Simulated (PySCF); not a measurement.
**Dipole response of Au (gold, neutral)**

[Xe] 4f14 5d9 6s2, 2D determinant (an excited configuration). All numbers are calculated (PySCF 2.14, scalar relativity through the core potential, in aug-cc-pVTZ-PP with one added diffuse shell each of s, p, d, f, g type with ECP60MDF (7s7p6d4f3g, 113 functions)). Coupled (time-dependent) response in atomic units; α is the mean over directions.

```
 method  mean α (bohr³)         α xx, yy, zz  C₆ (like pair)  S(−4)
wB97X-V           42.23  42.29, 42.29, 42.09           432.1  633.5
```

S(−4) is the Cauchy moment in α(ω) = α(0) + S(−4) ω² + …

Spin-orbit coupling is absent.

α(iu) at wB97X-V:

| u (hartree) | α(iu) (bohr³) |
| --- | --- |
| 0 | 42.23 |
| 0.0500 | 40.72 |
| 0.100 | 36.94 |
| 0.200 | 27.93 |
| 0.300 | 21.00 |
| 0.500 | 13.25 |
| 0.750 | 8.759 |
| 1.00 | 6.395 |
| 1.50 | 3.951 |
| 2.00 | 2.713 |
| 3.00 | 1.508 |
| 5.00 | 0.6546 |

The components differ because the open shell of this determinant is not spherical; for a pure term their mean is the scalar polarisability.

Energies and moments cover only the electrons outside the core potential. Spin-orbit coupling, absent here, splits the open shell strongly.
